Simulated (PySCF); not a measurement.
Planning an excited-state job on `B[C@]12[C@H]3[C@@H]4C5[C@H]3[C@H]1[C@@H]5[C@@H]42`.

Method: TDDFT PBE0/def2-SVPD, vertical, gas phase, core orbitals frozen in the response (PySCF 2.14.0, density-fitted response routines). Geometry: GFN2-xTB. Work: 6 singlets by full TDDFT, 2 Tamm–Dancoff triplets, polarisability, density and orbital grids written, density fitting. The command runs a driver script over a list of jobs; the input below is this job's line of settings and its coordinates in Å.

Command:
```bash
OMP_NUM_THREADS=1 python probes_run.py task.json out
```

Input:
```
{"job": {"kind": "uv", "xc": "PBE0", "basis": "def2-SVPD", "nstates": 6, "ntriplets": 2}, "charge": 0, "multiplicity": 1}
B      2.469128    -0.017676     0.285026
C      0.939147    -0.106384     0.120727
C      0.094837    -0.870573    -0.936689
C     -0.951534    -1.218497     0.140174
C     -1.739798     0.062115    -0.209716
C     -0.685499     0.411527    -1.282421
C      0.119575     1.193372    -0.231501
C     -0.924280     0.845386     0.841761
C     -0.142726    -0.433960     1.191238
H      2.922555     0.344002     1.301766
H      3.175841    -0.260838    -0.615555
H      0.501038    -1.565673    -1.662346
H     -1.385793    -2.199725     0.294609
H     -2.814108     0.122408    -0.342213
H     -0.902223     0.762362    -2.285071
H      0.571218     2.167493    -0.378871
H     -1.334333     1.545101     1.561109
H      0.078197    -0.774121     2.196319
```

Hardware: one thread of an Arm Neoverse N1, on a shared host. PySCF's memory limit was set to 1200 MB.

Task: How large is the basis?

Result: 252 functions for 62 electrons, with 897 fitting functions; the fitted three-index integrals, 897 × 252 × 253/2 numbers of 8 bytes, come to 220 MiB.

Task: How long does the run take?

Result: About 97 s. The SCF took 14 cycles.

Task: Estimate the peak memory.

Result: About 1.0 GiB. Peak memory is the resident size of the whole Python process, interpreter and libraries included.

Task: At this speed, how long would 500 such jobs take on 32 cores, one job a core?

Result: 500/32 gives 16 rounds of 97 s, about 26 min of wall time and 13 core-hours, if the jobs don't slow each other.

The host was shared with other jobs, so the times are rough.

The run converged: HOMO -7.15 eV, LUMO -1.37 eV; lowest singlet 4.40 eV; lowest triplet 4.00 eV (Tamm–Dancoff); mean polarisability 87.8 au.
